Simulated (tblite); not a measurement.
C₄H₉Si (doublet state).
Numbering: `[SiH3:1][C@@H:2]1[CH:3][CH2:4][CH2:5]1` (hydrogens: H6, H7, H8 on Si1; H9 on C2; H10 on C3; H11, H12 on C4; H13, H14 on C5)

Computed with GFN2-xTB (tblite), gas phase: L-BFGS steps from a force-field or distance-geometry start until the largest atomic force falls under 0.01 eV/Å.

Step 1: E = -401.9969 eV
```
atom  x, y, z in Å  |  force x, y, z in eV/Å
Si1     1.9655    0.3387   -0.3332    0.328   0.131  -0.002
C2      0.1520   -0.1916   -0.5917    0.379   0.212   0.365
C3     -0.8921    0.8637   -0.4633   -0.157  -0.587  -0.204
C4     -1.7624    0.0006    0.3786    0.204   0.066   0.028
C5     -0.5384   -0.9143    0.6017   -0.150   0.075  -0.268
H6      2.4041    1.2047   -1.4452   -0.115  -0.129   0.139
H7      2.1064    1.0923    0.9333   -0.103  -0.156  -0.220
H8      2.8414   -0.8468   -0.2705   -0.161   0.111  -0.015
H9      0.0298   -0.7466   -1.5360    0.136  -0.018   0.281
H10    -0.8025    1.9172   -0.4191    0.112   0.493  -0.111
H11    -2.5677   -0.4735   -0.2000    0.105  -0.006   0.248
H12    -2.1618    0.4720    1.2613   -0.414   0.094   0.381
H13    -0.0695   -0.7427    1.5884   -0.119   0.034  -0.632
H14    -0.7054   -1.9741    0.4735   -0.045  -0.321   0.010
```

Step 2: E = -402.0288 eV
```
atom  x, y, z in Å  |  force x, y, z in eV/Å
Si1     1.9713    0.3414   -0.3335    0.280   0.075   0.036
C2      0.1647   -0.1884   -0.5835   -0.106   0.083   0.079
C3     -0.8958    0.8594   -0.4691    0.027  -0.178  -0.105
C4     -1.7613    0.0017    0.3842    0.107   0.057  -0.115
C5     -0.5425   -0.9160    0.5948    0.003   0.047  -0.087
H6      2.4017    1.2019   -1.4421   -0.067  -0.047   0.036
H7      2.1043    1.0890    0.9287   -0.071  -0.085  -0.113
H8      2.8381   -0.8445   -0.2708   -0.095   0.045  -0.012
H9      0.0320   -0.7477   -1.5315    0.222   0.073   0.383
H10    -0.8006    1.9242   -0.4215    0.062   0.101  -0.117
H11    -2.5657   -0.4739   -0.1954    0.079   0.007   0.255
H12    -2.1694    0.4732    1.2671   -0.304   0.050   0.287
H13    -0.0715   -0.7417    1.5764   -0.086   0.013  -0.493
H14    -0.7060   -1.9792    0.4741   -0.050  -0.241  -0.033
```

Step 3: E = -402.0515 eV
```
atom  x, y, z in Å  |  force x, y, z in eV/Å
Si1     1.9820    0.3452   -0.3330    0.044  -0.028   0.032
C2      0.1735   -0.1850   -0.5757   -0.317   0.066  -0.060
C3     -0.8979    0.8575   -0.4768    0.101   0.026   0.045
C4     -1.7600    0.0038    0.3882    0.015   0.158  -0.055
C5     -0.5457   -0.9180    0.5871    0.006  -0.069  -0.069
H6      2.3983    1.1987   -1.4391   -0.003   0.057  -0.095
H7      2.1010    1.0846    0.9227   -0.025   0.020   0.052
H8      2.8334   -0.8418   -0.2713    0.008  -0.062  -0.007
H9      0.0391   -0.7469   -1.5191    0.262   0.062   0.278
H10    -0.7979    1.9290   -0.4263    0.027  -0.121  -0.122
H11    -2.5624   -0.4742   -0.1861   -0.011  -0.011   0.183
H12    -2.1819    0.4747    1.2770   -0.101  -0.056   0.046
H13    -0.0749   -0.7404    1.5563    0.035   0.017  -0.157
H14    -0.7075   -1.9877    0.4740   -0.041  -0.060  -0.069
```

**Question.** Estimate the geometry and energy of step 4. (The exact step hangs on the optimiser's Hessian estimate; all steps are aligned on step 3, rigid shifts and turns removed.)

**Answer.** E = -402.0588 eV, largest force 0.268 eV/Å
```
atom  x, y, z in Å  |  force x, y, z in eV/Å
Si1     1.9862    0.3460   -0.3324   -0.073  -0.044   0.010
C2      0.1725   -0.1824   -0.5734   -0.187   0.053  -0.033
C3     -0.8972    0.8571   -0.4789    0.045   0.102   0.089
C4     -1.7594    0.0075    0.3896   -0.023   0.099  -0.014
C5     -0.5472   -0.9203    0.5826   -0.028  -0.035  -0.027
H6      2.3970    1.1985   -1.4395    0.009   0.070  -0.111
H7      2.0994    1.0834    0.9214   -0.009   0.050   0.100
H8      2.8319   -0.8419   -0.2716    0.039  -0.095  -0.006
H9      0.0459   -0.7459   -1.5105    0.239   0.008   0.120
H10    -0.7964    1.9290   -0.4301    0.021  -0.130  -0.126
H11    -2.5616   -0.4746   -0.1798   -0.044  -0.003   0.136
H12    -2.1879    0.4742    1.2811   -0.021  -0.070  -0.018
H13    -0.0753   -0.7395    1.5467    0.077   0.005  -0.033
H14    -0.7086   -1.9916    0.4728   -0.045  -0.010  -0.087
```

The energy changes by -0.0073 eV. The first-order estimate −F·Δx gives -0.0100 eV and the mean of the old and new forces, exact on a quadratic surface, -0.0073 eV. The step makes an angle of 44° with the force vector and moves no atom by more than 0.011 Å.

What follows is the cost of the whole relaxation. Time: 0.33 s of wall time. Hardware: one thread, Arm Neoverse V2 (aarch64), no GPU, shared host with 96 logical CPUs at a one-minute load of 64.
